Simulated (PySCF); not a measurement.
# Computed records: BFH$_{3}$OSi, AlBH$_{2}$NO, CH$_{3}$AlNO, AlB$_{2}$H$_{2}$O and others

All values are calculated (PySCF 2.14.0). Calculation on a computer-drawn molecule: optimised geometry and harmonic frequencies of an isolated molecule of the commonest isotopes, restricted reference for singlets and unrestricted otherwise, frozen core in MP2.

(1) BFH$_{3}$OSi

Start structure:
```xyz
7
BFH3OSi
B     -1.1521    -0.7562     0.1133
O      0.0905    -1.2983     0.0614
Si     1.6098    -0.8037     0.4622
F      1.7708    -0.9482     2.0607
H     -1.3004     0.3860     0.4623
H     -2.0823    -1.4416    -0.2057
H      2.5657    -1.7317    -0.1707
```

Settings of this run: charge 0, multiplicity 2, method MP2 and basis cc-pV(D+d)Z.

It finds rotational constants 16.48, 3.685, 3.292 GHz; total energy -490.3004 hartree; spin squared 0.7538; convergence status largest gradient component 1.627e-05 hartree/bohr.

Drawn bonds:
```tsv
atom	other atom	order
1	2	1
2	3	1
3	4	1
1	5	1
1	6	1
3	7	1
```

Optimised structure:
```xyz
7
BFH3OSi
B     -1.1598    -0.7630     0.0960
O      0.0496    -1.4087     0.1518
Si     1.5690    -0.7874     0.5299
F      1.8478    -1.0520     2.1146
H     -1.2267     0.4293     0.2911
H     -2.1312    -1.4289    -0.1600
H      2.5533    -1.5830    -0.2398
```

Modes:
```tsv
frequency (cm⁻¹)	reduced mass (dalton)
46.29	3.484
205.8	3.175
228.3	1.563
341.5	3.16
718.7	3.575
774.6	1.384
800.8	1.238
888.2	7.351
1036	1.397
1095	1.355
1224	1.794
1356	2.154
2262	1.043
2613	1.051
2712	1.129
```

(2) AlBH$_{2}$NO

Start structure:
```xyz
6
AlBH2NO
O      0.8680    -1.8179     0.3107
B     -0.3261    -1.4999     0.4860
N     -1.5299    -1.1407     0.7075
Al    -3.3050    -0.7100     0.9108
H      1.1483    -2.7091     0.1446
H     -4.3662    -1.8711     1.2081
```

Settings of this run: charge 0, multiplicity 2, method HF and basis cc-pV(D+d)Z.

It finds rotational constants 201.7, 2.276, 2.25 GHz; total energy -397.1564 hartree; spin squared 0.7553; convergence status largest gradient component 1.424e-05 hartree/bohr.

Drawn bonds:
```tsv
atom	other atom	order
1	2	1
2	3	2
3	4	1
1	5	1
4	6	1
```

Optimised structure:
```xyz
6
AlBH2NO
O      0.9054    -1.7759     0.2517
B     -0.3678    -1.4969     0.4737
N     -1.5760    -1.2210     0.6843
Al    -3.2370    -0.7142     0.9728
H      1.1155    -2.6986     0.2151
H     -4.3511    -1.8422     1.1700
```

Modes:
```tsv
frequency (cm⁻¹)	reduced mass (dalton)
98.78	10.39
103	5.828
170.5	1.085
470.6	4.025
538.9	11.75
568.2	6.644
670.2	1.271
1061	1.298
1204	12.2
1880	1.046
2124	11.22
4151	1.066
```

(3) CH$_{3}$AlNO

Start structure:
```xyz
7
CH3AlNO
C      0.6931    -1.4512    -0.3470
N     -0.4123    -1.5923     0.5561
Al    -0.7806    -0.7135     2.1808
O     -1.3038     0.2048     3.3636
H      1.1385    -0.5132    -0.4691
H      1.0296    -2.3034    -0.7906
H     -0.7659    -2.4808     0.4821
```

It was run with charge 0, multiplicity 2, method HF and basis cc-pV(D+d)Z.

It finds rotational constants 47.6, 2.882, 2.72 GHz; total energy -410.8052 hartree; spin squared 0.7604; convergence status largest gradient component 3.184e-05 hartree/bohr.

Drawn bonds:
```tsv
atom	other atom	order
1	2	1
2	3	1
3	4	2
1	5	1
1	6	1
2	7	1
```

Optimised structure:
```xyz
7
CH3AlNO
C      0.5793    -1.3957    -0.3588
N     -0.3321    -1.6884     0.6748
Al    -0.8046    -0.6722     2.0312
O     -1.2365     0.2192     3.2548
H      1.1926    -0.5104    -0.2460
H      0.9813    -2.2260    -0.9239
H     -0.7814    -2.5762     0.5437
```

Modes:
```tsv
frequency (cm⁻¹)	reduced mass (dalton)
139.8	4.372
176.3	1.398
239.7	5.438
325	5.96
514.8	1.267
650.1	1.296
689.2	5.028
1143	1.17
1208	9.008
1290	4.177
1505	1.347
1593	1.187
3280	1.049
3401	1.123
3790	1.074
```

(4) AlB$_{2}$H$_{2}$O

Start structure:
```xyz
6
AlB2H2O
B     -2.7055     2.1235    -1.6213
Al    -1.8532     0.3280    -0.7317
B     -1.0337    -1.4052     0.1300
O     -0.5758    -2.3750     0.6126
H     -3.7891     2.0339    -2.1005
H     -2.0502     3.1140    -1.5883
```

It was run with charge 1, multiplicity 1, method MP2 and basis cc-pV(D+d)Z.

Results for AlB$_{2}$H$_{2}$O: rotational constants 222.8, 1.974, 1.956 GHz; total energy -367.4279 hartree; convergence status largest gradient component 1.436e-05 hartree/bohr.

Drawn bonds:
```tsv
atom	other atom	order
1	2	1
2	3	1
3	4	2
1	5	1
1	6	1
```

Optimised structure:
```xyz
6
AlB2H2O
B     -2.7020     2.1156    -1.6174
Al    -1.8557     0.3297    -0.7316
B     -1.0436    -1.3844     0.1198
O     -0.5680    -2.3890     0.6191
H     -3.7936     2.0314    -2.1024
H     -2.0445     3.1159    -1.5867
```

Modes:
```tsv
frequency (cm⁻¹)	reduced mass (dalton)
91.05	4.807
95.91	6.229
257	8.262
263.3	10.61
392.8	7.271
607.8	1.25
619.7	11.18
866.6	1.298
1132	1.099
1897	12.43
2680	1.043
2817	1.135
```

(5) AlBH$_{2}$NO

Start structure:
```xyz
6
AlBH2NO
N     -1.8600    -1.5174     0.6799
B     -1.0417    -1.1084    -0.1244
Al     0.9293    -1.1351    -0.7984
O      1.6429    -0.4105    -2.1536
H     -2.6679    -1.7041     1.3091
H      1.9041     0.1468    -2.8397
```

It was run with charge 0, multiplicity 2, method HF and basis cc-pV(D+d)Z.

Results for AlBH$_{2}$NO: rotational constants 26.3, 2.563, 2.336 GHz; total energy -397.1257 hartree; spin squared 0.758; convergence status largest gradient component 9.932e-06 hartree/bohr.

Drawn bonds:
```tsv
atom	other atom	order
1	2	2
2	3	1
3	4	1
1	5	1
4	6	1
```

Optimised structure:
```xyz
6
AlBH2NO
N     -1.8058    -1.3614     0.5298
B     -0.6719    -1.3427     0.0462
Al     1.3169    -1.3652    -0.7307
O      1.6696    -0.4247    -2.0907
H     -2.7127    -1.3761     0.9160
H      1.1107     0.1415    -2.5978
```

Modes:
```tsv
frequency (cm⁻¹)	reduced mass (dalton)
128.9	4.856
233.1	4.3
336.3	5.089
392.3	1.258
453.2	6.943
539.8	1.24
572.8	1.234
575.8	1.403
879.6	7.267
2033	7.717
4077	1.102
4206	1.068
```

(6) C$_{2}$H$_{4}$BO

Start structure:
```xyz
8
C2H4BO
C     -3.2272     0.5658    -0.8227
O     -1.9800     0.8096    -0.3502
B     -0.8741     1.1624    -0.0631
C      0.4723     1.4877     0.4147
H     -4.0157     0.7953    -0.1108
H     -3.2742    -0.3464    -1.4245
H      0.7613     2.1833     1.1857
H      1.3279     1.0990    -0.0736
```

It was run with charge 0, multiplicity 2, method HF and basis cc-pVDZ.

It finds rotational constants 46.74, 4.408, 4.148 GHz; total energy -177.5522 hartree; spin squared 0.7603; convergence status largest gradient component 4.457e-05 hartree/bohr.

Drawn bonds:
```tsv
atom	other atom	order
1	2	1
2	3	1
3	4	2
1	5	1
1	6	1
4	7	1
4	8	1
```

Optimised structure:
```xyz
8
C2H4BO
C     -3.0811     0.6120    -0.6676
O     -2.2242     0.6284     0.4086
B     -0.9796     1.0382     0.3480
C      0.3380     1.4643     0.2808
H     -3.9804     0.0441    -0.4879
H     -2.6367     0.6957    -1.6501
H      0.6058     2.5028     0.4318
H      1.1485     0.7711     0.0920
```

Modes:
```tsv
frequency (cm⁻¹)	reduced mass (dalton)
166.1	1.126
206.3	3.29
306.4	1.267
390.1	1.748
559.7	6.983
684.3	1.308
742.4	1.246
852.4	1.98
891	4.148
1237	2.146
1293	2.013
1462	1.239
1563	1.116
1876	8.876
3297	1.044
3309	1.06
3395	1.111
3453	1.127
```
